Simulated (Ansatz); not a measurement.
Basis-set series for C₅H₁₄GaNO (`C[CH2][Ga]([O]C)[N](C)C`). Charge 0, multiplicity 1. Geometry: relaxed with PBE0-D4/def2-TZVP. It is one conformer, not always the lowest.

```csv
functional,basis,functions,energy (Eh),HOMO (eV),LUMO (eV)
PBE0-D4,def2-TZVPP,461,-2253.31188,-6.15,0.20
PBE0-D4,def2-QZVPP,908,-2253.37474,-6.17,0.03
ωB97M-V,def2-TZVPP,461,-2253.67341,-8.45,1.77
ωB97M-V,def2-QZVPP,908,-2253.73445,-8.48,1.25
```

Question: Give the rows for def2-SVP. (Estimate.)

Answer: Computed: 
```tsv
functional	basis	functions	energy (Eh)	HOMO (eV)	LUMO (eV)
PBE0-D4	def2-SVP	200	-2252.69660	-6.06	0.33
ωB97M-V	def2-SVP	200	-2253.04129	-8.36	1.98
```

Positive LUMOs are unbound and depend on the basis. Scalar relativity is left out up to krypton.
